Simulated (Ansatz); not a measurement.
Consider the redistribution: `B[SiH](F)F` + `[OH][Al]([F])[O][SiH3]` → `B[Si](O)(F)F` + `[F][AlH][O][SiH3]`.

Gas-phase electronic energies from Ansatz, PBE0-D4/def2-TZVP geometries. CCSD(T)/CBS adds triple-zeta CCSD(T) − MP2 to the extrapolated MP2 energy (def2 sets, frozen cores). This one scheme is used for every species. Functionals use def2-TZVPP. B3LYP here is the variant with VWN-RPA as its local correlation; programs differ in this. One conformer a species, not always the lowest.

`B[SiH](F)F`:

Z-matrix (Å, degrees):
```
Si
F 1 1.594
F 1 1.594 2 106.1
B 1 2.012 2 111.5 3 121.5
H 1 1.486 2 107.5 3 -114.7
H 4 1.194 1 120.9 2 -150.9
H 4 1.194 1 120.9 2 32.7
```

`[OH][Al]([F])[O][SiH3]`:

```xyz
9

O    -1.351    1.276    2.106
Al   -1.208    0.833    0.492
F    -2.398    1.315   -0.525
O     0.074   -0.060   -0.095
Si    1.145   -0.903   -0.983
H    -0.706    1.039    2.770
H     0.445   -1.935   -1.792
H     1.884    0.010   -1.893
H     2.116   -1.575   -0.080
```

`B[Si](O)(F)F`:

Cartesian coordinates in Å:
```
B 0.878 -1.115 0.511
Si -0.065 0.535 -0.118
O -1.616 0.181 -0.440
F 0.046 1.655 1.009
F 0.581 1.208 -1.410
H 1.923 -1.463 0.054
H 0.392 -1.773 1.380
H -2.140 0.771 -0.985
```

`[F][AlH][O][SiH3]`:

Z-matrix (Å, degrees):
```
Si
O 1 1.628
H 1 1.486 2 109.6
H 1 1.486 2 110.6 3 -120.2
H 1 1.486 2 109.6 3 119.7
Al 2 1.670 1 168.5 3 102.9
F 6 1.644 2 119.0 1 -1.2
H 6 1.562 2 121.8 1 178.9
```

Task: Is it downhill or uphill in electronic energy at CCSD(T)/CBS, and by how much? (Estimate.)

Result: Computed: Nearly level: ΔE = +0.02 eV.

Task: What do these levels give: r2SCAN-D4, ωB97X-V, B2PLYP, revPBE, B3LYP, r2SCANh, r2SCAN0, BHLYP, RPA@PBE/def2-TZVPP, CCSD/def2-SVP, HF/def2-QZVPP, HF/CBS(def2)? (An estimate is asked.)

Result: Ansatz gave: r2SCAN-D4 0.01, ωB97X-V -0.02, B2PLYP 0.02, revPBE 0.03, B3LYP 0.02, r2SCANh 0.01, r2SCAN0 0.00, BHLYP 0.00, RPA@PBE/def2-TZVPP 0.04, CCSD/def2-SVP 0.09, HF/def2-QZVPP -0.01, HF/CBS(def2) -0.01 eV.

Largest T1 diagnostic among the species: 0.012.

In def2-TZVPP, CCSD(T) changes the Hartree–Fock value by +0.03 eV (the triples alone add −0.00 eV) and MP2 by +0.05 eV. Leaving LDA and LC-ωPBE aside and taking each functional with its dispersion term where it has one, the values, not all of them listed here, spread over 0.14 eV, from B97M-V to B2PLYP. LDA lies −0.09 eV from PBE without D4.
